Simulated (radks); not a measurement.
The numbers below are computed, except where a source is named.
The tungsten ion W4+, configuration [Xe] 4f14 5d2.

Level of theory: Dirac Kohn-Sham, PBE, spin-unpolarised, spherical densities, point nucleus; open shells fill j = l - 1/2 first (a radial shooting solver on a logarithmic mesh with Libxc functionals).

Energy parts (eV):
| part | energy |
|---|---|
| total | -439810.00 |
| kinetic | 495655.30 |
| electron-nucleus | -1095715.24 |
| Hartree | 169061.88 |
| exchange-correlation | -8811.95 |

Orbitals (lengths in bohr, moments of r in powers of bohr):
| orbital | occ. | eigenvalue (eV) | <r^2> | <r> |
|---|---|---|---|---|
| 1s1/2 | 2 | -69443.43 | 0.0004628 | 0.01834 |
| 2s1/2 | 2 | -12013.30 | 0.007060 | 0.07693 |
| 2p1/2 | 2 | -11488.60 | 0.005042 | 0.06365 |
| 2p3/2 | 4 | -10135.71 | 0.006243 | 0.07161 |
| 3s1/2 | 2 | -2799.821 | 0.04611 | 0.2005 |
| 3p1/2 | 2 | -2566.449 | 0.04232 | 0.1905 |
| 3p3/2 | 4 | -2273.887 | 0.04891 | 0.2053 |
| 3d3/2 | 4 | -1881.560 | 0.03792 | 0.1797 |
| 3d5/2 | 6 | -1817.946 | 0.03973 | 0.1842 |
| 4s1/2 | 2 | -611.8991 | 0.2282 | 0.4494 |
| 4p1/2 | 2 | -515.1527 | 0.2355 | 0.4546 |
| 4p3/2 | 4 | -447.3652 | 0.2709 | 0.4878 |
| 4d3/2 | 4 | -288.6298 | 0.2955 | 0.5047 |
| 4d5/2 | 6 | -276.1414 | 0.3088 | 0.5162 |
| 4f5/2 | 6 | -77.5434 | 0.4502 | 0.6002 |
| 4f7/2 | 8 | -75.2985 | 0.4647 | 0.6094 |
| 5s1/2 | 2 | -121.6589 | 1.260 | 1.060 |
| 5p1/2 | 2 | -92.6856 | 1.515 | 1.159 |
| 5p3/2 | 4 | -82.4824 | 1.766 | 1.251 |
| 5d3/2 | 2 | -43.9578 | 3.103 | 1.645 |
| 5d5/2 | 0 | -42.8780 | 3.246 | 1.683 |

The highest occupied level is 5d3/2 at -43.958 eV. Summed over all electrons, <r^2> = 31.10 bohr^2, which gives a Langevin (diamagnetic) susceptibility term of -24.6 x 10^-6 cm^3/mol.
